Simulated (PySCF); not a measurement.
F3Ga, charge -1, doublet, geometry from GFN2-xTB (such geometries of metal compounds can be far from the true shape) (a state made from the parent by changing its charge; the spin is typed, not shown lowest); BLYP/STO-3G (PySCF).

Input for PySCF:
```python
from pyscf import gto, scf, dft

mol = gto.Mole()
mol.atom = '''
    Ga   -0.017229   -0.012892    0.016776
    F    -1.706508   -1.085162    0.068847
    F    -0.002654    1.822192   -0.784230
    F     1.674192   -0.800605    0.734685
'''
mol.basis = 'sto-3g'
mol.charge = -1
mol.spin = 1
mol.verbose = 4
mol.build()

mf = dft.UKS(mol)
mf.xc = 'blyp'
mf.kernel()
mf.analyze()
```

Output, abridged:

```
PySCF version 2.14.0

[INPUT] verbose = 4
[INPUT] num. atoms = 4
[INPUT] num. electrons = 59
[INPUT] charge = -1
[INPUT] spin (= nelec alpha-beta = 2S) = 1
[INPUT] symmetry False subgroup None
[INPUT] Mole.unit = angstrom
[INPUT] Symbol           X                Y                Z      unit          X                Y                Z       unit  Magmom
[...]
nuclear repulsion = 258.450550355297
number of shells = 17
number of NR pGTOs = 99
number of NR cGTOs = 33
basis = sto-3g
ecp = {}

******** <class 'pyscf.dft.uks.UKS'> ********
method = UKS
initial guess = minao
damping factor = 0
level_shift factor = 0
DIIS = <class 'pyscf.scf.diis.CDIIS'>
diis_start_cycle = 1
diis_space = 8
diis_damp = 0
SCF conv_tol = 1e-09
SCF conv_tol_grad = None
SCF max_cycles = 50
direct_scf = True
direct_scf_tol = 1e-13
number electrons alpha = 30  beta = 29
XC library pyscf.dft.libxc version 7.1.2
    S. Lehtola, C. Steigemann, M. J. T. Oliveira, and M. A. L. Marques,  SoftwareX 7, 1–5 (2018)
XC functionals = blyp
    A. D. Becke,  Phys. Rev. A 38, 3098 (1988)
    C. Lee, W. Yang, and R. G. Parr,  Phys. Rev. B 37, 785 (1988)
    B. Miehlich, A. Savin, H. Stoll, and H. Preuss,  Chem. Phys. Lett. 157, 200 (1989)
radial grids:
    Treutler-Ahlrichs [JCP 102, 346 (1995); DOI:10.1063/1.469408] (M4) radial grids

becke partition: Becke, JCP 88, 2547 (1988); DOI:10.1063/1.454033
pruning grids: <function nwchem_prune>
grids dens level: 3
symmetrized grids: False
atomic radii adjust function: <function treutler_atomic_radii_adjust>
small_rho_cutoff = 0
Set gradient conv threshold to 3.16228e-05
tot grids = 63696
init E= -2194.90599349712

cycle= 1 E= -2196.84214022102  delta_E= -1.94  |g|= 0.314  |ddm|= 1.69

cycle= 2 E= -2179.80797862697  delta_E=   17  |g|= 1.55  |ddm|= 4.67
cycle= 3 E= -2195.9061182602  delta_E= -16.1  |g|= 0.99  |ddm|= 4.56
cycle= 4 E= -2196.98239069357  delta_E= -1.08  |g|= 0.242  |ddm|= 1.44
cycle= 5 E= -2196.85533082306  delta_E= 0.127  |g|= 0.332  |ddm|= 1.93
cycle= 6 E= -2196.85816443562  delta_E= -0.00283  |g|= 0.328  |ddm|= 0.0651
cycle= 7 E= -2196.85972273027  delta_E= -0.00156  |g|= 0.326  |ddm|= 0.0282
cycle= 8 E= -2196.85979516921  delta_E= -7.24e-05  |g|= 0.326  |ddm|= 0.000461
cycle= 9 E= -2196.86370522969  delta_E= -0.00391  |g|= 0.326  |ddm|= 0.0396
cycle= 10 E= -2196.84407098659  delta_E= 0.0196  |g|= 0.296  |ddm|= 0.194
cycle= 11 E= -2194.63312561005  delta_E= 2.21  |g|= 0.937  |ddm|= 2.77

cycle= 12 E= -2196.97922109971  delta_E= -2.35  |g|= 0.292  |ddm|= 2.26
cycle= 13 E= -2194.48573588737  delta_E= 2.49  |g|= 1.14  |ddm|=  2.6
cycle= 14 E= -2194.92431109618  delta_E= -0.439  |g|= 1.16  |ddm|= 0.666
cycle= 15 E= -2195.07329019161  delta_E= -0.149  |g|= 1.18  |ddm|= 0.152
cycle= 16 E= -2194.98382989686  delta_E= 0.0895  |g|= 1.17  |ddm|= 0.109
cycle= 17 E= -2195.02718297401  delta_E= -0.0434  |g|= 1.18  |ddm|= 0.0708
cycle= 18 E= -2194.72397876116  delta_E= 0.303  |g|= 1.16  |ddm|= 0.296
cycle= 19 E= -2196.47920874414  delta_E= -1.76  |g|= 0.724  |ddm|=  2.7
cycle= 20 E= -2196.82980233594  delta_E= -0.351  |g|= 0.386  |ddm|= 1.28
cycle= 21 E= -2194.636491368  delta_E= 2.19  |g|= 0.982  |ddm|= 2.76
cycle= 22 E= -2196.85486490497  delta_E= -2.22  |g|= 0.372  |ddm|= 2.71
cycle= 23 E= -2195.39931285283  delta_E= 1.46  |g|= 1.08  |ddm|=  2.5
cycle= 24 E= -2195.13058335534  delta_E= 0.269  |g|= 1.04  |ddm|= 0.296
cycle= 25 E= -2195.24745991672  delta_E= -0.117  |g|= 1.06  |ddm|= 0.154
cycle= 26 E= -2194.95639716362  delta_E= 0.291  |g|= 1.02  |ddm|= 0.472
cycle= 27 E= -2194.71554225729  delta_E= 0.241  |g|= 1.01  |ddm|= 1.29
cycle= 28 E= -2195.00746158199  delta_E= -0.292  |g|= 1.01  |ddm|= 1.56
cycle= 29 E= -2195.4785004877  delta_E= -0.471  |g|= 1.66  |ddm|= 2.55
cycle= 30 E= -2196.85192917782  delta_E= -1.37  |g|= 0.486  |ddm|= 1.31
cycle= 31 E= -2191.37765806682  delta_E= 5.47  |g|= 2.74  |ddm|= 3.03
cycle= 32 E= -2196.4672568088  delta_E= -5.09  |g|= 0.815  |ddm|= 2.38
[...]
cycle= 34 E= -2196.82028715151  delta_E= -0.0226  |g|= 0.408  |ddm|= 0.464
cycle= 35 E= -2196.81625931938  delta_E= 0.00403  |g|= 0.41  |ddm|= 0.0204
cycle= 36 E= -2196.84418851803  delta_E= -0.0279  |g|= 0.402  |ddm|= 0.159
cycle= 37 E= -2179.72991693199  delta_E= 17.1  |g|= 1.41  |ddm|= 4.64
cycle= 38 E= -2196.30279668257  delta_E= -16.6  |g|= 0.874  |ddm|= 4.65
cycle= 39 E= -2196.29170382301  delta_E= 0.0111  |g|= 0.852  |ddm|=  1.4
cycle= 40 E= -2196.18325866775  delta_E= 0.108  |g|= 0.991  |ddm|= 0.275
cycle= 41 E= -2195.77012627678  delta_E= 0.413  |g|= 1.31  |ddm|= 0.385
cycle= 42 E= -2196.24962663604  delta_E= -0.48  |g|= 0.87  |ddm|= 0.564
cycle= 43 E= -2196.27298409398  delta_E= -0.0234  |g|= 0.839  |ddm|= 0.0788
cycle= 44 E= -2196.29354127525  delta_E= -0.0206  |g|= 0.816  |ddm|= 0.0495
cycle= 45 E= -2196.65025603983  delta_E= -0.357  |g|= 0.523  |ddm|=  1.2

cycle= 46 E= -2179.50882527771  delta_E= 17.1  |g|= 0.848  |ddm|= 4.73
cycle= 47 E= -2193.47376522563  delta_E=  -14  |g|= 2.23  |ddm|= 4.45
cycle= 48 E= -2193.53332456633  delta_E= -0.0596  |g|= 2.26  |ddm|= 0.35
cycle= 49 E= -2194.12320636359  delta_E= -0.59  |g|= 2.03  |ddm|= 0.315
cycle= 50 E= -2194.22203118475  delta_E= -0.0988  |g|= 1.98  |ddm|= 0.281
SCF not converged.
SCF energy = -2194.22203118475 after 50 cycles  <S^2> = 0.75711241  2S+1 = 2.0070998
**** SCF Summaries ****
Total Energy =                       -2194.222031184748630
Nuclear Repulsion Energy =             258.450550355296912
One-electron Energy =                -3632.772971364583555
Two-electron Energy =                 1180.100389824538070
Two-electron Coulomb Energy =         1287.049848681282583
DFT Exchange-Correlation Energy =     -106.949458856744457
**** MO energy ****
                             alpha | beta                alpha | beta
[...]
To work with the spin densities directly, `use mulliken_meta_spin()` only printing them here.

 ** Mulliken spin pop alpha/beta on meta-lowdin orthogonal AOs **
 ** Mulliken Spin Density (per AO)  **
spin_pop of  0 Ga 1s        0.00000
spin_pop of  0 Ga 2s        0.00000
spin_pop of  0 Ga 3s        0.00029
spin_pop of  0 Ga 4s        0.10445
spin_pop of  0 Ga 2px       0.00000
spin_pop of  0 Ga 2py      -0.00000
spin_pop of  0 Ga 2pz       0.00000
spin_pop of  0 Ga 3px       0.00001
spin_pop of  0 Ga 3py       0.00000
spin_pop of  0 Ga 3pz       0.00000
spin_pop of  0 Ga 4px       0.01329
spin_pop of  0 Ga 4py      -0.00298
spin_pop of  0 Ga 4pz       0.00641
spin_pop of  0 Ga 3dxy      0.00004
spin_pop of  0 Ga 3dyz      0.00037
spin_pop of  0 Ga 3dz^2     0.00041
spin_pop of  0 Ga 3dxz      0.00007
spin_pop of  0 Ga 3dx2-y2    0.00004
spin_pop of  1 F 1s       -0.00000
spin_pop of  1 F 2s        0.00047
spin_pop of  1 F 2px       0.28100
spin_pop of  1 F 2py       0.00491
spin_pop of  1 F 2pz      -0.01154
spin_pop of  2 F 1s        0.00000
spin_pop of  2 F 2s        0.00129
spin_pop of  2 F 2px       0.01842
spin_pop of  2 F 2py       0.26430
spin_pop of  2 F 2pz       0.09491
spin_pop of  3 F 1s        0.00000
spin_pop of  3 F 2s        0.00421
spin_pop of  3 F 2px       0.13583
spin_pop of  3 F 2py       0.05563
spin_pop of  3 F 2pz       0.02815
 ** Mulliken Spin Density (per atom)  **
spin density of  0 Ga =      0.12241
spin density of  1 F =      0.27485
spin density of  2 F =      0.37892
spin density of  3 F =      0.22382
 ** Mulliken pop alpha/beta on meta-lowdin orthogonal AOs **
 ** Mulliken pop       alpha | beta **
[...]
In total            30.00000 | 29.00000
 ** Mulliken atomic charges   ( Nelec_alpha | Nelec_beta ) **
charge of  0Ga =     -3.14431  (    17.13336     17.01095 )
charge of  1F =      2.13589  (     3.56948      3.29463 )
charge of  2F =      0.36482  (     4.50705      4.12813 )
charge of  3F =     -0.35640  (     4.79011      4.56629 )

WARN: System has nonzero charge -1; the dipole moment is origin-dependent.
Location of origin: [0. 0. 0.]

Dipole moment(X, Y, Z, Debye): -20.06578, -6.25525, -2.20806
```

Convergence was not reached.
